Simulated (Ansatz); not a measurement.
Which method gave which barrier?

Saddle point of GeH₃F, singlet (GeHF ([F][GeH]) + H₂ → GeH₂ + HF; bonds formed: Ge1–H4, F2–H3; bonds broken: Ge1–F2, H3–H4), PBE0-D4/def2-TZVP structure:

Ge1  (-0.958, -0.149, 0.453)
F2  (0.441, -1.061, -0.719)
H3  (0.405, 0.137, -0.789)
H4  (-0.027, 1.012, -0.534)
H5  (0.139, 0.060, 1.589)
(Å)

Program: Ansatz 0.2.0. Basis: def2-TZVPP, with def2-QZVPP for the basis limit. Cores are frozen in the correlated methods. Filled d shells of the heavier atoms are correlated. The def2 sets are not built for correlating such inner shells, so the correlated values are less sure here. Extrapolation: Hartree–Fock as exp(−7.88 √X), correlation as X^−2.97. Four methods, as single points on the PBE0-D4 structures, gave these electronic barriers from the start structure: 0.936, 1.024, 1.290, 1.621 eV.

**Question.** The methods were, in alphabetical order, BHLYP-D4, HF, PBE-D4, r2SCAN-D4. Which gave which? (A judgement: the text doesn't fix the answer.)

**Answer.** Computed: PBE-D4 0.936; r2SCAN-D4 1.024; BHLYP-D4 1.290; HF 1.621 eV. For comparison, CCSD(T) at an estimated basis limit (MP2 extrapolated from triple and quadruple zeta, plus CCSD(T) − MP2 in triple zeta) gives 1.208 eV.

No T1 diagnostic of these runs exceeds 0.014.

Labels in which every atom is bracketed show which atoms are joined, not bond orders.

For scale, one of the runs: CCSD(T)/def2-TZVPP, 121 basis functions, launched by `ansatz run in.yaml --threads 2 --pin off --events-out ev --progress --plain --max-ram 4352MiB`. Hardware: 2 CPU threads of an Intel Xeon 6975P-C, shared host. Wall time about 4 s.
